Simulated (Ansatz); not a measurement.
Input for Ansatz (a quantum-chemistry and plane-wave program): U-CCSD(T)/def2-TZVPP on CrH, 2S+1 = 4, a spin state set in the input, which need not be the lowest, a point of a bond scan (R = 1.634 Å).

Ansatz 0.2 input:
```yaml
crystal:
  periodic: [false, false, false]
  atoms:
    - {symbol: Cr, position_ang: [0.00000000, 0.00000000, 0.00000000]}
    - {symbol: H, position_ang: [0.00000000, 0.00000000, 1.63387000]}
basis:
  gaussian:
    orbitals: def2-TZVPP
    pivot_positions_ang: [[0.00000000, 0.00000000, 0.00000000], [0.00000000, 0.00000000, 1.63387000]]
magnetization: {spin_polarized: true, initial_magnetization: 3}
correlation: {method: ccsd_t, electrons: valence}
output: {orbitals: {seedname: ./end}}
```

Output:

```
WARN ansatz: RAYON_NUM_THREADS=2 ignored (pool sized by the plan → 2); use --threads N
Functional definition: HF
integrals: 0.08 GiB planned
586 factors; integrals over basis functions are off by at most 4.4e-4 eV
mean field: 0.15 GiB planned
mean field evaluation 1: about -28401.4396 eV, gradient 1.5e1 eV
mean field evaluation 2: about -28401.4397 eV, gradient 1.5e1 eV
mean field evaluation 4: about -28402.9864 eV, gradient 3.5e0 eV
mean field evaluation 8: about -28403.9179 eV, gradient 7.4e-1 eV
mean field evaluation 16: about -28403.9746 eV, gradient 1.2e0 eV
mean field evaluation 32: about -28404.0267 eV, gradient 6.0e-1 eV
mean field evaluation 64: about -28403.0626 eV, gradient 2.5e0 eV
mean field evaluation 96: about -28402.1580 eV, gradient 6.4e0 eV
mean field evaluation 128: about -28402.5704 eV, gradient 2.9e0 eV
mean field evaluation 160: about -28402.1580 eV, gradient 6.4e0 eV
mean field evaluation 192: about -28401.6957 eV, gradient 1.3e0 eV
mean field evaluation 224: about -28397.8014 eV, gradient 3.9e1 eV
mean field evaluation 256: about -28401.8192 eV, gradient 5.6e-1 eV
mean field evaluation 288: about -28401.7476 eV, gradient 1.7e0 eV
mean field evaluation 320: about -28401.7817 eV, gradient 1.2e0 eV
mean field evaluation 352: about -28401.5839 eV, gradient 7.7e-1 eV
mean field evaluation 384: about -28401.6845 eV, gradient 2.4e0 eV
mean field evaluation 416: about -28402.0079 eV, gradient 2.8e0 eV
mean field evaluation 448: about -28403.0639 eV, gradient 4.9e-1 eV
mean field evaluation 480: about -28401.5434 eV, gradient 7.0e-2 eV
mean field evaluation 512: about -28402.1133 eV, gradient 1.1e-1 eV
mean field evaluation 544: about -28402.0325 eV, gradient 2.8e0 eV
mean field evaluation 576: about -28402.3099 eV, gradient 7.7e-1 eV
mean field evaluation 608: about -28401.9113 eV, gradient 6.5e-1 eV
mean field evaluation 640: about -28404.2800 eV, gradient 1.7e0 eV
mean field evaluation 672: about -28402.6901 eV, gradient 6.0e-1 eV
mean field evaluation 704: about -28402.5813 eV, gradient 6.4e-3 eV
mean field -28404.49740167 eV, -1043.8460262513 hartree, gradient 1.3e-6 eV, S^2 4.767351; 22 other end points of the search recorded, 0 dependent functions left out
determinant -28404.49740167 eV, -1043.8460262513 hartree, with singles and doubles -28416.08582632 eV, -1044.2718930023 hartree
determinant -28404.09039321 eV, -1043.8310689666 hartree, with singles and doubles -28415.55904158 eV, -1044.2525340202 hartree
determinant -28403.93179524 eV, -1043.8252405986 hartree, with singles and doubles -28415.47166311 eV, -1044.2493229209 hartree
determinant -28403.10968188 eV, -1043.7950284899 hartree, with singles and doubles -28415.30059877 eV, -1044.2430364221 hartree
determinant -28402.58173841 eV, -1043.7756269251 hartree, with singles and doubles -28414.72219520 eV, -1044.2217804830 hartree
determinant -28402.33335931 eV, -1043.7664991615 hartree, with singles and doubles -28414.77533397 eV, -1044.2237332970 hartree
determinant -28402.11402221 eV, -1043.7584386717 hartree, with singles and doubles -28413.69305515 eV, -1044.1839602840 hartree
determinant -28402.08202090 eV, -1043.7572626455 hartree, with singles and doubles -28414.40384809 eV, -1044.2100814425 hartree
determinant -28401.54561812 eV, -1043.7375502070 hartree, with singles and doubles -28413.12741892 eV, -1044.1631735358 hartree
determinant -28404.49740167 eV, -1043.8460262513 hartree, with singles and doubles -28416.19518732 eV, -1044.2759119450 hartree
determinant -28404.09039321 eV, -1043.8310689666 hartree, with singles and doubles -28415.61113524 eV, -1044.2544484272 hartree
5 core orbitals not correlated
reference -28404.49740167 eV, -1043.8460262513 hartree; 9, 6 occupied and 64, 67 virtual orbitals, 586 factors
second order -10.85951986 eV of doubles, -0.00000000 eV of singles
coupled cluster: 0.31 GiB planned
cycle   1  -11.69778358 eV  change    2.1e-6 eV  update   5.7e-6
coupled cluster: 0.31 GiB planned
perturbative correction -0.45521667 eV, -0.0167289042 hartree
WARN: the results are in doubt because among natural orbitals the method converges to other amplitudes
Total energy: -28416.65040192 eV, -1044.2926407731 hartree
In doubt: among natural orbitals the method converges to other amplitudes
```

The run converged. Its determinant has ⟨S²⟩ = 4.77, a mixture of spin states.

Warnings raised: other amplitudes.

Cost: about 100 core-seconds (a rough figure).
